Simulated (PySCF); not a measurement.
C3H9Si2 (doublet state).
SMILES with atom numbers: `[SiH3:1][C@H:2]1[CH2:3][CH:4][SiH2:5]1` (hydrogens: H6, H7, H8 on Si1; H9 on C2; H10, H11 on C3; H12 on C4; H13, H14 on Si5)

Method: PySCF, UKS B3LYP, pcH-1 on C H Si, non-relativistic, mean-field spin-orbit, GIAO. Isolated species at its GFN2-xTB geometry, gas phase. A GFN2-xTB geometry isn't a minimum of the functional, and hyperfine couplings can be far from their values at a DFT geometry. The SCF solution wasn't tested for stability.

Q: The isotropic 29Si couplings are +47.3, +4.0 MHz. Assign them to Si1; Si5.

A: 
```csv
site,a_iso (MHz),ρ(0) (bohr⁻³),position,distance from C4 (Å),spin population,largest |T| (MHz)
Si1,+4.0,-0.0045,3 bonds from C4,3.80,0.00,0.5
Si5,+47.3,-0.0533,1 bond from C4,1.85,-0.03,5.0
```

Q: The isotropic 13C couplings are +85.4, -32.2, +1.2 MHz. Assign them to C2; C3; C4.

A: 
```csv
site,a_iso (MHz),ρ(0) (bohr⁻³),position,distance from C4 (Å),spin population,largest |T| (MHz)
C2,+1.2,+0.0011,2 bonds from C4,2.30,+0.01,2.3
C3,-32.2,-0.0287,1 bond from C4,1.48,-0.09,2.8
C4,+85.4,+0.0761,largest spin population,0.00,+0.99,147.5
```

ρ(0) is the spin density at the nucleus and T the dipolar tensor; a_iso includes a spin–orbit part; entries for several nuclei are means. Largest spin populations (Mulliken): C4 (+0.99) and C3 (-0.09). C4 is the only atom above +0.15. The positive populations add up to 1.16 and the negative ones to -0.16, together 2S = 1. The angles at C4 add up to 359.8°, so it is planar; its axial dipolar tensor and the negative coupling of its proton fit spin in a p orbital normal to that plane.

Nuclei that the bonding pattern makes equivalent are averaged, as if the motion that swaps them (rotation, inversion, ring flip) were fast.

Hardware: an Arm Neoverse V2 with one thread, shared host with 96 logical CPUs at a one-minute load of 16. Cost: 39 s (grids of density and orbitals included), 0.90 GiB resident at most.
